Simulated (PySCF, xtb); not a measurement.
Sn(I)(SH) (HISSn), SMILES [SH][Sn][I] (connectivity only; charge and spin as stated), neutral, multiplicity 1.

GFN2-xTB in xtb at its own geometry gives an orbital gap of 3.26 eV and a dipole moment of 9.33 D.

Coordinates come from a B3LYP-D3(BJ)/def2-SVP optimisation. The def2 effective core potentials stand for the cores of I, Sn; spin–orbit coupling is left out. Other conformers were not sampled.

What does PBE0/def2-TZVPD run with PySCF give? (The exact figures need the calculation; the answer reports its results.)

gap 4.13 eV (levels -7.14 and -3.01 eV), dipole 3.33 D.
